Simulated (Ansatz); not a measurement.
Al₇F₆⁻. Charge -1, multiplicity 1. Geometry PBE-D4/def2-SVP, that of the neutral doublet.

```
atom    x (Å)    y (Å)    z (Å)
 Al1  -1.1234  -1.8639   1.6182
 Al2  -1.5229   0.8372   1.7497
 Al3   1.7758   1.3518  -2.1099
 Al4   0.0497  -0.7954  -0.6144
 Al5   1.5226   1.2136   1.5149
 Al6   1.7647  -1.5067   1.3991
 Al7  -2.3430   0.8510  -1.7930
  F8   0.4526  -2.0497   2.6471
  F9  -2.4985   0.9810   0.1835
 F10   2.1906   1.5541  -0.1771
 F11   1.4134  -0.6376  -1.7888
 F12  -1.4723  -0.9886  -1.5682
 F13  -0.2093   1.0533  -1.0611
```

The structure comes from a short search, and lower isomers may exist.

(1) Estimate the orbital energies around the gap (eV) in Ansatz with PBE-D4/def2-TZVP, B97M-V/def2-TZVP, PBE0-D4/def2-TZVP.

## Answers

(1) 
```csv
orbital,PBE-D4/def2-TZVP,B97M-V/def2-TZVP,PBE0-D4/def2-TZVP
HOMO−5,-3.23,-3.48,-4.31
HOMO−4,-2.66,-2.86,-3.61
HOMO−3,-2.35,-2.55,-3.27
HOMO−2,-1.59,-1.74,-2.27
HOMO−1,-1.33,-1.44,-1.98
HOMO,-0.30,-0.41,-0.90
LUMO,0.63,0.68,1.18
LUMO+1,0.71,0.69,1.20
LUMO+2,1.22,1.29,1.79
LUMO+3,1.23,1.29,1.90
LUMO+4,1.34,1.47,2.00
LUMO+5,1.77,1.88,2.46
```
